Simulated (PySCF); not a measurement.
PySCF job for C4H10N, SMILES C(C)NC[CH2], multiplicity 2, PBE/pcH-1. Coordinates come from a PBE0-D3(BJ)/def2-SVP optimisation. The isomer is the one that the SMILES or the coordinates give; other isomers of the formula were not compared. The values are those of a single conformer.

```python
import numpy as np
from pyscf import gto, scf, dft
from pyscf.prop.hfc import uks as hfc

mol = gto.M(
    atom='''
    C    -2.16741951    0.37460200    0.43526624
    C    -1.30039328   -0.72773274   -0.06589720
    N    -0.00490160   -0.33922826   -0.58268326
    C     0.95303846    0.10024645    0.40662880
    C     2.27345431    0.47044462   -0.24003849
    H    -1.73317332    1.30619506    0.80853486
    H    -3.24343856    0.22740550    0.56102729
    H    -1.84222080   -1.29054921   -0.84958683
    H    -1.12499740   -1.47850333    0.73444716
    H    -0.12130265    0.37694624   -1.29757655
    H     1.10971576   -0.73283471    1.11529929
    H     0.59756248    0.95474767    1.02608842
    H     3.02178993    0.75298892    0.51514298
    H     2.15412875    1.32723128   -0.92375455
    H     2.66416704   -0.37439161   -0.82659539
    ''',
    basis='pcH-1',
    charge=0,
    spin=1,
    max_memory=1600,
    verbose=3,
)
mf = dft.UKS(mol, xc='pbe').density_fit(auxbasis='def2-universal-jkfit')
mf.grids.level = 3
mf.conv_tol = 1e-10
mf.max_cycle = 100
mf.kernel()
fine, coarse = mf.grids, dft.Grids(mol).set(level=1).build(with_non0tab=True)
for _ in range(3):  # follow internal instabilities
    mf.grids = coarse
    mo, _, stable, _ = mf.stability(return_status=True, nroots=4)
    mf.grids = fine
    if stable:
        break
    mf.kernel(mf.make_rdm1(mo, mf.mo_occ))
A = hfc.HFC(mf).make_fcdip(mf.make_rdm1())  # Fermi contact and dipolar terms, MHz
print('atom   A(iso)/MHz   principal dipolar parts/MHz')
for i, a in enumerate(A):
    w = np.linalg.eigvalsh((a + a.T) / 2)
    print(f'{mol.atom_symbol(i):2s}{i + 1:3d} {w.mean():12.2f}', (w - w.mean()).round(2))
```

Log of the run:

```

WARN: HOMO -0.198308651237001 >= LUMO -0.198308651236998

converged SCF energy = -212.84351146183  <S^2> = 0.7533446  2S+1 = 2.0033418
<class 'pyscf.df.df_jk.DFUKS'> wavefunction is stable in the internal stability analysis
atom   A(iso)/MHz   principal dipolar parts/MHz
C   1        86.00 [-78.92 -78.39 157.32]
C   2       -32.02 [-2.66  0.4   2.26]
N   3        -0.28 [-1.61 -1.32  2.92]
C   4        -0.63 [-0.76 -0.06  0.82]
C   5         1.24 [-0.26 -0.24  0.5 ]
H   6       -57.66 [-36.45  -0.41  36.86]
H   7       -59.07 [-36.3   -0.69  36.98]
H   8        75.95 [-4.99 -4.55  9.54]
H   9       132.85 [-6.2  -2.02  8.22]
H  10        -2.72 [-4.97 -2.05  7.02]
H  11         1.48 [-1.78 -1.34  3.12]
H  12         6.52 [-2.64 -2.3   4.94]
H  13         0.17 [-0.57 -0.55  1.12]
H  14         0.39 [-0.81 -0.71  1.52]
H  15         0.14 [-0.66 -0.66  1.32]
```

Self-consistency was reached.
